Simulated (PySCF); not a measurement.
# Löwdin shares of the frontier orbitals

Si(CCH)2Cl2, C4H2Cl2Si.
Structure used (PBE0-D3(BJ)/def2-SVP), in Å, numbered top down from 1:
```
atom  x, y, z in Å
Si1   -0.6905   -0.0086   -0.5147
C2    -0.7490   -0.0209    1.2989
C3    -0.7569   -0.0245    2.5150
H4    -0.7691   -0.0291    3.5912
C5     1.0248    0.0051   -1.1039
C6     2.1747    0.0108   -1.4990
H7     3.1922    0.0156   -1.8494
Cl8   -1.6574    1.6572   -1.2194
Cl9   -1.6361   -1.6751   -1.2443
```

Method: PySCF, TDDFT PBE0/def2-SVPD, vertical, gas phase, core orbitals frozen in the response.

Kohn–Sham orbitals with the atoms that hold most of them (Löwdin shares over 4%, at most four atoms; ? is withheld):

```json
{"orbital": "LUMO+2", "ε (eV)": "0.08", "atoms": "C5 18%, C2 18%, C6 16%, C3 15%"}
{"orbital": "LUMO+1", "ε (eV)": "-1.30", "atoms": "Si1 17%, C3 17%, C6 16%, C2 15%"}
{"orbital": "LUMO", "ε (eV)": "?", "atoms": "?"}
{"orbital": "HOMO", "ε (eV)": "-8.67", "atoms": "?"}
{"orbital": "HOMO-1", "ε (eV)": "-8.74", "atoms": "C5 23%, C6 22%, C2 18%, C3 17%"}
{"orbital": "HOMO-2", "ε (eV)": "-8.85", "atoms": "C2 20%, C3 19%, C5 15%, C6 14%"}
{"orbital": "HOMO-3", "ε (eV)": "-9.18", "atoms": "C2 23%, C5 22%, C3 20%, C6 19%"}
```

(1) Give the leading atoms of the HOMO.

(2) Give the leading atoms of the LUMO.

(3) What is the LUMO energy, and the HOMO–LUMO gap?

Answers

(1) C5 (bonded to C and Si) 23%; C6 (bonded to C and H) 23%; C2 (bonded to C and Si) 22%; C3 (bonded to C and H) 22%.

(2) Si1 (bonded to 2 C and 2 Cl) 18%; C3 (bonded to C and H) 16%; C6 (bonded to C and H) 15%; C2 (bonded to C and Si) 15%. By element: carbon 46% or more, silicon 18%.

(3) ε(LUMO) = -1.37 eV; the gap is 7.30 eV (0.2684 hartree).

How does S1 compare with the orbital gap of 7.30 eV?

S1 is at 5.59 eV (f = 0.0000), 1.71 eV below the gap, made of HOMO→LUMO (73%), HOMO-1→LUMO+1 (16%). 

Give energy, strength and leading configuration of S1 and S3, and follow the Löwdin shares of the leading atoms from the occupied to the empty orbital.

- S1 (5.59 eV, f 0.0000), HOMO→LUMO (73%): C5 23% → at most 16%, C6 23% → 15%, Si1 at most 11% → 18%, C3 22% → 16%
- S3 (5.81 eV, f 0.0000), HOMO-1→LUMO+1 (72%): C5 23% → at most 16%, C6 22% → 16%, Si1 at most 18% → 17%, C3 17% → 17%
